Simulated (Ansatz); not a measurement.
Tl₃H₄. Charge 0, multiplicity 2. Geometry PBE-D4/def2-SVP; atoms count from 1.

```xyz
7

Tl    2.0411   -1.1776    0.7423
Tl   -0.0477    0.9673   -1.6383
Tl   -1.5918   -0.0192    1.0427
H     1.6445   -0.0198   -1.0124
H    -1.4751   -0.4460   -1.0137
H     0.1115   -0.9991    1.6489
H    -0.6825    1.6944    0.2304
```

In the def2 sets Tl takes a core potential; there is no spin–orbit coupling. The structure comes from a short search, and lower isomers may exist.

(1) Estimate the Mulliken populations from the PBE0/def2-TZVP orbitals of Ansatz.

(2) Where does the spin sit?

(3) And the Mayer bond orders between bonded heavy atoms (over 0.3)?

## Answers

(1) 
```tsv
atom	charge (e)	spin (α − β)
Tl1	0.28	0.14
Tl2	0.13	0.33
Tl3	0.13	0.33
H4	-0.16	0.01
H5	-0.11	0.08
H6	-0.16	0.01
H7	-0.11	0.08
```
Mulliken values and Mayer orders depend strongly on the basis.

(2) Summed by element: Tl 0.81, H 0.19, of 1 unpaired in all. Largest on single atoms: Tl3 0.33, Tl2 0.33, Tl1 0.14.

(3) Tl2–Tl3 0.34 (3.25 Å).
